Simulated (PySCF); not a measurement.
Molecule: SMILES CC#[N+][B@H-](Cl)CC, C4H9BClN.

Geometry (Å), atoms numbered from 1 in this order:
```xyz
16

C     2.9087    0.6167   -0.5803
C     1.7258    0.0934    0.0162
N     0.7777   -0.3320    0.5057
B    -0.4178   -1.0723    0.9748
Cl    0.0569   -2.8273    0.5450
C    -1.6973   -0.5732    0.0959
C    -2.0383    0.9006    0.3076
H     3.2814   -0.0960   -1.3166
H     2.6892    1.5633   -1.0745
H     3.6697    0.7752    0.1840
H    -0.5047   -0.9338    2.1474
H    -1.5234   -0.7486   -0.9683
H    -2.5643   -1.1750    0.3731
H    -2.9182    1.1817   -0.2693
H    -2.2417    1.0970    1.3578
H    -1.2114    1.5393   -0.0014
```

Frames of a GFN2-xTB Langevin trajectory at 200 K; GIAO PBE0/pcSseg-1 shieldings in PySCF 2.14, gas phase, non-relativistic; equivalent atoms averaged within each frame.

Chemical shifts δ = σref − σ; ¹³C (186.93 ppm) and ¹H (31.72 ppm) against TMS; ¹⁵N (267.73 ppm) against NH3; ¹¹B (100.07 ppm) against BF3·OEt2; HCl for ³⁵Cl (949.78 ppm), all at this level. The references are static minima.

Question: How do the shifts (ppm) fluctuate along the trajectory?

Answer: 
```csv
time (fs),C2,C6,C7,C1,N3,B4,Cl5,H8/H9/H10,H11,H14/H15/H16
250,125.3,32.7,16.3,8.3,233.8,-17.3,30,3.49,2.44,1.51
425,124.3,19.9,13.5,3.6,237.2,-22.0,48,2.99,3.14,1.07
625,115.1,26.5,16.1,-4.8,221.9,-23.5,66,1.77,2.40,1.02
800,125.9,26.9,15.8,-0.5,226.2,-16.4,53,2.31,3.20,1.10
1000,124.7,27.7,18.1,1.1,222.3,-17.5,-23,2.38,3.42,1.78
mean of frames,123.1,26.7,16.0,1.5,228.3,-19.4,35,2.59,2.92,1.30
standard deviation,4.5,4.6,1.6,4.8,6.9,3.2,35,0.66,0.47,0.33
```

5 frames give an uncertainty of the mean of about the standard deviation over 2.2 at best, since frames this close in time may not be independent; classical motion lacks zero-point vibration, and the reference would need the same averaging.
